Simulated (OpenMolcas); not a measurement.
## OpenMolcas run: V3+

V3+ among 4 point charges of -2.4 e arranged as a tetrahedron (Td), 1.89 Å from the ion.

Input:

```
&GATEWAY
Coord
1

V 0.0 0.0 0.0
Basis=ANO-RCC-VDZP
Group=NoSym
NoMove
AngMom=0.0 0.0 0.0
AMFI
XField
4 Angstrom 0
1.091192 1.091192 1.091192 -2.400000
1.091192 -1.091192 -1.091192 -2.400000
-1.091192 1.091192 -1.091192 -2.400000
-1.091192 -1.091192 1.091192 -2.400000
&SEWARD
&RASSCF
FileOrb=start.orb
Symmetry=1
Spin=3
nActEl=2 0 0
Inactive=9
Ras2=5
CIRoot=10 10 1
SDav=10
CIMx=300
Iter=120 100
PrWF=0.3
OrbListing=Nothing
MaxOrb=0
>>> COPY $Project.JobIph JOB001
&RASSCF
FileOrb=start.orb
Symmetry=1
Spin=1
nActEl=2 0 0
Inactive=9
Ras2=5
CIRoot=15 15 1
SDav=15
CIMx=300
Iter=120 100
PrWF=0.3
OrbListing=Nothing
MaxOrb=0
>>> COPY $Project.JobIph JOB002
&RASSI
NrOfJobIphs=2 10 15
1 2 3 4 5 6 7 8 9 10
1 2 3 4 5 6 7 8 9 10 11 12 13 14 15
IphNames
JOB001
JOB002
EJob
SpinOrbit
DIPRint=1.0
SOCoupling=1000.0
Subsets=2
Property=9
'ANGMOM' 1 'ANGMOM' 2 'ANGMOM' 3 'MLTPL  1' 1 'MLTPL  1' 2 'MLTPL  1' 3
'AMFI' 1 'AMFI' 2 'AMFI' 3
SOProperty=3
'ANGMOM' 1 'ANGMOM' 2 'ANGMOM' 3
```

Launched by
```bash
OMP_NUM_THREADS=1 MOLCAS_MEM=1689 MOLCAS_PROJECT=a pymolcas a.inp > a.log  # once for each step of the input, in one work folder
```

A driver script runs the steps one by one and writes start.orb anew before each from the orbitals found so far.

Output, cut to the results:

```
--- SEWARD ---
Basis set label: V.ANO-RCC...5S4P2D1F.

      Electronic valence basis set:
      ------------------
      Associated Effective Charge  23.000000 au
      Associated Actual Charge     23.000000 au
      Nuclear Model: Point charge

      Shell  nPrim  nBasis  Cartesian Spherical Contaminant
         s      21       5        X
         p      15       4        X
         d      10       2                 X
         f       6       1                 X
                  Relativistic Douglas-Kroll-Hess integrals:
                    - DKH order of Hamiltonian: 2
                    - DKH order of Properties : 0
                  Atomic mean-field integrals
--- RASSCF ---
Wave function specifications:
      -----------------------------

      Number of closed shell electrons          18
      Number of electrons in active shells       2
      Max number of holes in RAS1 space          0
      Max nr of electrons in RAS3 space          0
      Number of inactive orbitals                9
      Number of active orbitals                  5
      Number of secondary orbitals              20
      Spin quantum number                      1.0
      State symmetry                             1
Orbital specifications:
      -----------------------

      Symmetry species                           1
                                                 a
      Frozen orbitals                            0
      Inactive orbitals                          9
      Active orbitals                            5
      RAS1 orbitals                              0
      RAS2 orbitals                              5
      RAS3 orbitals                              0
      Secondary orbitals                        20
      Deleted orbitals                           0
      Number of basis functions                 34
      Number of CSFs                            10
      Number of root(s) required                10
      Iter CI   SX   CI       RASSCF       Energy    max ROT     max BLB   max BLB  Level Ln srch  Step   QN
          iter iter root      energy       change     param      element    value   shift minimum  type update
 Nr of preliminary CI iterations:   1
        1   1    7    0  -954.26835490    0.00E+00  -1.60E-01*   8  21 1 -3.26E-01*  0.73   0.00    SX    NO
        2   1    7    0  -954.42168523   -1.53E-01* -3.44E-02    9  22 1  4.36E-02*  0.86   0.00    SX    NO
        3   1    7    0  -954.43007576   -8.39E-03* -1.43E-02    9  22 1  2.07E-02*  0.87   0.00    SX    NO
        4   1    6    0  -954.43156702   -1.49E-03* -7.03E-03    9  22 1  8.21E-03*  0.88   0.00    SX    NO
        5   1    6    0  -954.43185509   -2.88E-04* -5.58E-03    9  22 1  3.15E-03*  0.88   1.82    LS   YES
        6   1    6    0  -954.43192795   -7.29E-05*  1.10E-03    9  22 1 -9.04E-04*  0.88   1.03    QN   YES
        7   1    6    0  -954.43193303   -5.08E-06*  1.20E-03    9  22 1 -4.97E-04*  0.88   2.10    LS   YES
        8   1    5    0  -954.43193496   -1.93E-06* -2.58E-04    9  19 1  2.23E-04*  0.88   1.01    QN   YES
        9   1    5    0  -954.43193523   -2.68E-07*  1.28E-04    8  18 1  1.21E-04*  0.88   1.50    LS   YES
       10   1    5    0  -954.43193526   -3.31E-08*  1.28E-04    7  17 1  7.11E-05   0.88   1.00    QN   YES
       11   1    4    0  -954.43193529   -2.80E-08*  5.58E-05    9  10 1 -1.92E-05   0.88   1.40    QN   YES
       12   1    4    0  -954.43193529   -3.23E-09   3.19E-06    9  10 1 -5.84E-06   0.88   1.06    QN   YES
      Convergence after 12 iterations
       13   1    4    0  -954.43193529   -1.02E-10   3.19E-06    8  18 1 -2.67E-06   0.88   1.06    QN   YES
      Natural orbitals and occupation numbers for root  1
      sym 1:   0.000000  -0.000000   1.000000  -0.000000   1.000000
      Natural orbitals and occupation numbers for root  2
      sym 1:  -0.000000   0.073499   0.073499   0.926501   0.926501
      Natural orbitals and occupation numbers for root  3
      sym 1:   0.968629   0.031371   0.968629  -0.000000   0.031371
::    RASSCF root number  1 Total energy:   -954.46991675
::    RASSCF root number  2 Total energy:   -954.45627386
::    RASSCF root number  3 Total energy:   -954.45627386
::    RASSCF root number  4 Total energy:   -954.45627386
::    RASSCF root number  5 Total energy:   -954.44585301
::    RASSCF root number  6 Total energy:   -954.44585301
::    RASSCF root number  7 Total energy:   -954.44585301
::    RASSCF root number  8 Total energy:   -954.38101851
...
--- RASSI ---
SPIN-FREE ENERGIES:
  (Shifted by EMIN (a.u.) =       -954.4699167459)

 SF State       Relative EMIN(au)   Rel lowest level(eV)    D:o, cm**(-1)      L_eff

     1             0.0000000000        0.0000000000              0.0000         3.0
     2             0.0136428859        0.3712418384           2994.2674         3.0
     3             0.0136428859        0.3712418384           2994.2674         3.0
     4             0.0136428859        0.3712418384           2994.2674         3.0
     5             0.0240637323        0.6548075130           5281.3788         2.9
     6             0.0240637323        0.6548075130           5281.3788         2.9
     7             0.0240637323        0.6548075130           5281.3788         2.9
    11             0.0671922016        1.8283929493          14746.9837         2.2
    12             0.0671922016        1.8283929493          14746.9837         2.2
    13             0.0790592489        2.1513117568          17351.4995         2.1
    14             0.0790592489        2.1513117568          17351.4995         2.1
    15             0.0790592489        2.1513117568          17351.4995         2.1
    10             0.0888982318        2.4190441218          19510.9067         1.0
     8             0.0888982318        2.4190441218          19510.9067         1.0
     9             0.0888982318        2.4190441218          19510.9067         1.0
    16             0.1028699446        2.7992337957          22577.3432         3.9
    17             0.1063722681        2.8945368723          23346.0143         3.9
    18             0.1063722681        2.8945368723          23346.0143         3.9
    19             0.1063722681        2.8945368723          23346.0143         3.9
    20             0.1120308148        3.0485137738          24587.9218         3.8
    21             0.1120308148        3.0485137738          24587.9218         3.8
...
```

Spin-orbit levels above the lowest (labels of Td):

```tsv
E (cm-1)	Degeneracy	Label	2S+1
0.0	3	T2	3
2926	1	A2	3
2984	3	T2	3
3014	2	E	3
3059	3	T1	3
5177	3	T2	3
5211	2	E	3
5482	3	T1	3
5617	1	A1	3
14774	2	E	1
17350	3	T2	1
19330	1	A1	3
19440	3	T1	3
19660	2	E	3
19685	3	T2	3
22612	1	A1	1
23380	3	T1	1
24624	2	E	1
25543	3	T2	1
53897	1	A1	1
```

Without dynamic correlation the repulsion within the d shell is too large (B by tens of per cent), so at a given field states of lower spin stand too high. Point charges carry no covalency, so the field is a model and not that of real ligands. No measured value stands beside these numbers.

The RASSCF and RASSI steps took 3.5 s on 1 thread of Intel(R) Xeon(R) 6975P-C (Granite Rapids), on a shared host; the integral step is not counted.
